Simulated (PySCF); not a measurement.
W(O)(NH)(Cl)2 (Cl2HNOW), SMILES [Cl][W]([Cl])(=[O])=[NH], multiplicity 1. Atoms are numbered in the order given.

```xyz
6

W      0.0243    -0.1905     0.0000
O      1.4572    -1.1329     0.0000
N     -1.3437    -1.2981     0.0000
H     -1.6560    -2.2762     0.0000
Cl    -0.0704     1.0154    -1.9484
Cl    -0.0704     1.0154     1.9484
```
Charge 0, spin multiplicity 1.

The structure is a stationary point at PBE-D3(BJ)/def2-SVP. The spin state was assumed, not searched. The structure was generated by enumeration; whether it is a known compound was not checked. The def2 effective core potentials stand for the cores of W; spin–orbit coupling is left out.

Level of theory: r2SCAN/def2-TZVP in PySCF.

Symmetry labels are those of the subgroup Cs that the program uses (full group Cs).

Computed valence orbital energies around the gap with their symmetry:
```json
[
 {"orbital": "HOMO−7", "symmetry": "A\"", "energy (eV)": "-10.41"},
 {"orbital": "HOMO−6", "symmetry": "A'", "energy (eV)": "-10.30"},
 {"orbital": "HOMO−5", "symmetry": "A'", "energy (eV)": "-9.25"},
 {"orbital": "HOMO−4", "symmetry": "A\"", "energy (eV)": "-9.25"},
 {"orbital": "HOMO−3", "symmetry": "A'", "energy (eV)": "-8.92"},
 {"orbital": "HOMO−2", "symmetry": "A\"", "energy (eV)": "-8.65"},
 {"orbital": "HOMO−1", "symmetry": "A\"", "energy (eV)": "-8.02"},
 {"orbital": "HOMO", "symmetry": "A'", "energy (eV)": "-7.72"},
 {"orbital": "LUMO", "symmetry": "A'", "energy (eV)": "-3.61"},
 {"orbital": "LUMO+1", "symmetry": "A\"", "energy (eV)": "-2.87"},
 {"orbital": "LUMO+2", "symmetry": "A\"", "energy (eV)": "-2.44"},
 {"orbital": "LUMO+3", "symmetry": "A'", "energy (eV)": "-1.94"}
]
```
